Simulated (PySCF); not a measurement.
Tm⁶¹⁺: ionisation energy

Tm⁶¹⁺ [He] 2s2 2p4 (3P) → Tm⁶²⁺ [He] 2s2 2p3 (4S), as a difference of total energies. Calculation: PySCF 2.14, in an uncontracted even-tempered set (19 s from 37 bohr⁻², ratio 2.2; 13 p from 48 bohr⁻², ratio 2.2; 5 d from 190 bohr⁻², ratio 2.4; 5 f from 280 bohr⁻², ratio 2.4; 4 g from 430 bohr⁻², ratio 2.4); scalar relativity by spin-free X2C-1e. Correlated levels: nothing frozen; virtual orbitals above 40 to 60 times the deepest correlated orbital energy dropped. The calculations carry no spin-orbit coupling.

| method | ionisation energy (eV) |
| --- | --- |
| UHF | 14281.0 |
| LDA | 14273.4 |
| PBE | 14284.1 |
| PBE0 | 14283.8 |
| r2SCAN | 14286.8 |
| B3LYP | 14284.6 |
| M06-L | 14286.6 |
| MP2 (all electrons) | 14282.8 |
| SCS-MP2 (all electrons) | 14282.9 |

Spin-orbit coupling is strong in these open shells (close to jj coupling). The scalar numbers leave it out and a first-order estimate fails, so it can dominate the gap to the real levels.

For this ion Breit and QED terms and the two-electron picture change, all absent here, outweigh the differences among the correlated methods.

For comparison: 13988 ± 12 eV (theoretical estimate listed by NIST; NIST Atomic Spectra Database, ionization energies).
